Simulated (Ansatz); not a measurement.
`C[S][AlH2]` + `[OH][GaH2]` → `[AlH2][O][GaH2]` + CH₃SH at 298.15 K and 1 bar (ligand exchange at the Al–S bond).

Gas-phase electronic energies from Ansatz, PBE0-D4/def2-TZVP geometries. CCSD(T)/CBS is the MP2 limit (def2-TZVPP, def2-QZVPP) plus CCSD(T) − MP2 in def2-TZVPP, frozen cores. This one scheme is used for every species. For Ga outer-core shells are correlated without core-valence functions, which leaves a few kJ/mol of doubt a bond. Scalar relativity is left out up to krypton.

| species | CCSD(T)/CBS energy (Eh) | H − E (kJ/mol) | S (J/(mol·K)) |
| --- | --- | --- | --- |
| `C[S][AlH2]` | -680.87163 | 155.2 | 309.9 |
| `[OH][GaH2]` | -2000.92981 | 82.7 | 263.1 |
| `[AlH2][O][GaH2]` | -2243.58748 | 99.5 | 328.0 |
| CH₃SH | -438.22835 | 133.0 | 253.2 |

H − E and S are ideal-gas, rigid-rotor, harmonic terms from PBE0-D4/def2-TZVP. 1 Eh = 2625.50 kJ/mol, R = 8.31446 J/(mol·K).

Q: By hand: ΔE, ΔH, ΔS and ΔG.

A: ΔE = (-2243.58748) + (-438.22835) − (-680.87163) − (-2000.92981) = -0.01439 Eh = -37.8 kJ/mol. Δ(H − E) = 99.5 + 133.0 − 155.2 − 82.7 = -5.4, so ΔH = -43.2 kJ/mol. ΔS = 328.0 + 253.2 − 309.9 − 263.1 = 8.2 J/(mol·K). ΔG = -43.2 − 298.15 × (8.2)/1000 = -45.6 kJ/mol.

Q: By hand: the equilibrium constant, and the temperature at which ΔG would vanish if ΔH and ΔS stayed fixed.

A: log₁₀ K = −ΔG/(RT ln 10) = 8.0. ΔH and −TΔS have one sign here, so there is no such temperature.

The number of gas molecules stays the same, so ΔS is small and ΔH decides. A doubt of 5 kJ/mol in ΔE shifts log₁₀ K by 0.9 here. These are equilibria of isolated gas molecules and say nothing of rates. Largest T1 diagnostic: 0.015 (customary marks: 0.02 for closed shells, 0.045 for open ones).
